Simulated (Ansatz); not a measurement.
Geometry optimisation of `BN(C)[SiH2]N`.

```yaml
crystal:
  periodic: [false, false, false]
  atoms:
    - {symbol: B, position_ang: [1.256681, 1.012626, -0.374374]}
    - {symbol: N, position_ang: [0.411498, 0.179758, 0.378514]}
    - {symbol: C, position_ang: [0.635798, -0.084037, 1.802261]}
    - {symbol: Si, position_ang: [-1.019575, -0.654131, -0.329117]}
    - {symbol: N, position_ang: [-1.337179, -0.332292, -1.999928]}
    - {symbol: H, position_ang: [2.212876, 1.542064, 0.169315]}
    - {symbol: H, position_ang: [1.027663, 1.196113, -1.558201]}
    - {symbol: H, position_ang: [0.769785, -1.171297, 1.998346]}
    - {symbol: H, position_ang: [1.543578, 0.444132, 2.152317]}
    - {symbol: H, position_ang: [-0.224931, 0.258024, 2.418839]}
    - {symbol: H, position_ang: [-2.211267, -0.220996, 0.481852]}
    - {symbol: H, position_ang: [-0.786726, -2.131489, -0.160984]}
    - {symbol: H, position_ang: [-0.667034, -0.683896, -2.690351]}
    - {symbol: H, position_ang: [-1.623867, 0.616322, -2.259488]}
basis:
  gaussian: {orbitals: def2-TZVP}
hamiltonian: {xc: pbe0, dispersion: d4}
relax: {f_tol: 0.005, max_steps: 150}
```

```sh
$ ansatz run in.yaml --threads 4 --pin off --events-out ev --progress --plain --max-ram 10444MiB
```

Shortened log:

```
Functional definition: PBE0
mean field -12712.45547519 eV, -467.1741219015 hartree, gradient 6.2e-5 eV, S^2 0.000000; 0 other end points of the search recorded, 0 dependent functions left out
relax step   1: F+E_penalty+E_count = -12712.70351760 eV  Δ(F+E_penalty+E_count) = +0.000e0 eV  max|allowed force component| = 6.150e-1 eV/Å  Δτ_max = 0.0000 Å  (27 SCF iters, accepted)
mean field -12712.51887527 eV, -467.1764518112 hartree, gradient 7.0e-6 eV, S^2 0.000000; 0 other end points of the search recorded, 0 dependent functions left out
relax step   2: F+E_penalty+E_count = -12712.76825296 eV  Δ(F+E_penalty+E_count) = -6.474e-2 eV  max|allowed force component| = 2.473e-1 eV/Å  Δτ_max = 0.0279 Å  (33 SCF iters, accepted)
mean field -12712.52923074 eV, -467.1768323679 hartree, gradient 6.8e-6 eV, S^2 0.000000; 0 other end points of the search recorded, 0 dependent functions left out
relax step   3: F+E_penalty+E_count = -12712.77963487 eV  Δ(F+E_penalty+E_count) = -1.138e-2 eV  max|allowed force component| = 7.363e-2 eV/Å  Δτ_max = 0.0182 Å  (33 SCF iters, accepted)
mean field -12712.52874169 eV, -467.1768143958 hartree, gradient 6.9e-6 eV, S^2 0.000000; 0 other end points of the search recorded, 0 dependent functions left out
relax step   4: F+E_penalty+E_count = -12712.77922503 eV  Δ(F+E_penalty+E_count) = +4.098e-4 eV  max|allowed force component| = 1.151e-1 eV/Å  Δτ_max = 0.0225 Å  (33 SCF iters, rejected (line search))
mean field -12712.53037807 eV, -467.1768745316 hartree, gradient 6.9e-6 eV, S^2 0.000000; 0 other end points of the search recorded, 0 dependent functions left out
relax step   5: F+E_penalty+E_count = -12712.78081500 eV  Δ(F+E_penalty+E_count) = -1.180e-3 eV  max|allowed force component| = 4.421e-2 eV/Å  Δτ_max = 0.0112 Å  (31 SCF iters, accepted)
mean field -12712.53166972 eV, -467.1769219989 hartree, gradient 6.8e-6 eV, S^2 0.000000; 0 other end points of the search recorded, 0 dependent functions left out
relax step   6: F+E_penalty+E_count = -12712.78191476 eV  Δ(F+E_penalty+E_count) = -1.100e-3 eV  max|allowed force component| = 1.643e-2 eV/Å  Δτ_max = 0.0306 Å  (32 SCF iters, accepted)
mean field -12712.53167209 eV, -467.1769220859 hartree, gradient 6.7e-6 eV, S^2 0.000000; 0 other end points of the search recorded, 0 dependent functions left out
relax step   7: F+E_penalty+E_count = -12712.78188785 eV  Δ(F+E_penalty+E_count) = +2.691e-5 eV  max|allowed force component| = 9.960e-3 eV/Å  Δτ_max = 0.0104 Å  (32 SCF iters, rejected (line search))
mean field -12712.53177594 eV, -467.1769259024 hartree, gradient 6.8e-6 eV, S^2 0.000000; 0 other end points of the search recorded, 0 dependent functions left out
relax step   8: F+E_penalty+E_count = -12712.78198014 eV  Δ(F+E_penalty+E_count) = -6.538e-5 eV  max|allowed force component| = 6.219e-3 eV/Å  Δτ_max = 0.0052 Å  (32 SCF iters, accepted)
mean field -12712.53183662 eV, -467.1769281322 hartree, gradient 6.8e-6 eV, S^2 0.000000; 0 other end points of the search recorded, 0 dependent functions left out
relax step   9: F+E_penalty+E_count = -12712.78200913 eV  Δ(F+E_penalty+E_count) = -2.900e-5 eV  max|allowed force component| = 7.766e-4 eV/Å  Δτ_max = 0.0061 Å  (32 SCF iters, accepted)
mean field -12712.53186958 eV, -467.1769293435 hartree, gradient 6.8e-6 eV, S^2 0.000000; 0 other end points of the search recorded, 0 dependent functions left out
relax step  10: F+E_penalty+E_count = -12712.78201987 eV  Δ(F+E_penalty+E_count) = -1.073e-5 eV  max|allowed force component| = 3.324e-3 eV/Å  Δτ_max = 0.0060 Å  (33 SCF iters, accepted)
mean field -12712.53187125 eV, -467.1769294047 hartree, gradient 6.7e-6 eV, S^2 0.000000; 0 other end points of the search recorded, 0 dependent functions left out
relax step  11: F+E_penalty+E_count = -12712.78202461 eV  Δ(F+E_penalty+E_count) = -4.741e-6 eV  max|allowed force component| = 3.562e-3 eV/Å  Δτ_max = 0.0054 Å  (32 SCF iters, accepted)
mean field -12712.53187514 eV, -467.1769295479 hartree, gradient 6.8e-6 eV, S^2 0.000000; 0 other end points of the search recorded, 0 dependent functions left out
relax step  12: F+E_penalty+E_count = -12712.78202778 eV  Δ(F+E_penalty+E_count) = -3.169e-6 eV  max|allowed force component| = 6.862e-3 eV/Å  Δτ_max = 0.0084 Å  (32 SCF iters, accepted)
mean field -12712.53187817 eV, -467.1769296593 hartree, gradient 2.1e-5 eV, S^2 0.000000; 0 other end points of the search recorded, 0 dependent functions left out
relax step  13: F+E_penalty+E_count = -12712.78203155 eV  Δ(F+E_penalty+E_count) = -3.771e-6 eV  max|allowed force component| = 2.759e-3 eV/Å  Δτ_max = 0.0026 Å  (23 SCF iters, accepted)
mean field -12712.53187817 eV, -467.1769296593 hartree, gradient 2.1e-5 eV, S^2 0.000000; 1 other end points of the search recorded, 0 dependent functions left out
Total energy: -12712.78206900 eV, -467.1861240025 hartree
Atom 0 at     1.260871     1.024826    -0.353696 Å, force     0.002103    -0.001464    -0.002456 eV/Å
Atom 1 at     0.411619     0.184883     0.362039 Å, force    -0.000857     0.000300     0.002452 eV/Å
Atom 2 at     0.629291    -0.098595     1.775319 Å, force    -0.000590    -0.001371     0.000706 eV/Å
Atom 3 at    -0.996486    -0.622284    -0.322380 Å, force    -0.001834    -0.002759     0.001936 eV/Å
Atom 4 at    -1.308308    -0.335338    -1.971349 Å, force     0.000218     0.001126    -0.000300 eV/Å
Atom 5 at     2.196614     1.528996     0.204860 Å, force    -0.001094     0.000474    -0.000096 eV/Å
Atom 6 at     1.049658     1.233574    -1.514136 Å, force    -0.000736     0.000687     0.000344 eV/Å
Atom 7 at     0.779852    -1.170153     1.945173 Å, force    -0.000470     0.001139    -0.000221 eV/Å
Atom 8 at     1.512351     0.433609     2.129390 Å, force    -0.000209    -0.000018    -0.000621 eV/Å
Atom 9 at    -0.229165     0.215773     2.378619 Å, force     0.000484    -0.000192    -0.000548 eV/Å
Atom 10 at    -2.170678    -0.167642     0.467454 Å, force     0.001289     0.001474    -0.000921 eV/Å
Atom 11 at    -0.784804    -2.080539    -0.127765 Å, force     0.001365     0.000641    -0.000812 eV/Å
Atom 12 at    -0.710902    -0.739245    -2.674681 Å, force     0.000256     0.000197     0.000618 eV/Å
Atom 13 at    -1.652613     0.563033    -2.269845 Å, force     0.000074    -0.000234    -0.000083 eV/Å
Dipole moment:    -0.064179    -0.044740    -0.007278 e Å
```

It took 42 s on 4 threads of an Arm Neoverse V2 on a shared host, with 0.58 GiB of host memory at the peak.
